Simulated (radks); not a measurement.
Problem. The indium ion In2+, [Kr] 4d10 5s1. Method: non-relativistic Kohn-Sham, PBE, spin-polarised, spherical densities, point nucleus; computed with a radial shooting solver on a logarithmic mesh with Libxc functionals. Every spin shell is full or empty, so the densities are truly spherical. Functionals are evaluated on that one density, not self-consistently. Rank these orbital-free kinetic functionals by their error against the exact value of the orbitals, and give that value: Thomas-Fermi, TF + vW/9, LC94, APBEK, revAPBEK, Perdew 92, Thakkar, Pearson, LKT, DePristo-Kress, Ernzerhof.

Solution. Exact: 5738.95 hartree. From best to worst, with 100 (|E| - |E exact|)/|E exact| (equal figures are ties): LC94 +0.08, DePristo-Kress -0.08, APBEK +0.13, revAPBEK +0.31, Ernzerhof -0.39, Thakkar -0.56, Perdew 92 -0.66, TF + vW/9 -0.67, Pearson -0.92, Thomas-Fermi -5.32, LKT +19.35.
